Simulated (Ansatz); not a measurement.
Relaxation of AlF2I (4 atoms, charge 0, multiplicity 1), to a largest force component of 0.02 eV/Å in at most 40 steps.

Method: Ansatz, RKS B3LYP-D4/def2-SVP.

```xyz
4
Properties=species:S:1:pos:R:3
F 1.237 0.714 1.280
Al 0.123 -0.108 0.097
F 0.295 -1.875 -0.176
I -1.600 1.208 -1.222
```

Task: Where does it end, and by what steps?

Result: The run converged. After 4 steps the energy has fallen by 0.682 eV; F1 moved furthest, 0.17 Å.

```tsv
step	energy less start (eV)	largest force component (eV/Å)	accepted
0	0.0000	3.240	yes
1	-0.4918	1.920	yes
2	-0.6460	0.635	yes
3	-0.6783	0.147	yes
4	-0.6824	0.009	yes
```

```xyz
4
Properties=species:S:1:pos:R:3
F 1.141 0.627 1.176
Al 0.140 -0.111 0.089
F 0.304 -1.741 -0.132
I -1.530 1.165 -1.153
```

Whether the end is a true minimum wasn't checked by a vibrational analysis.

Time of the run: 7.7 s on 1 CPU thread of a shared host.
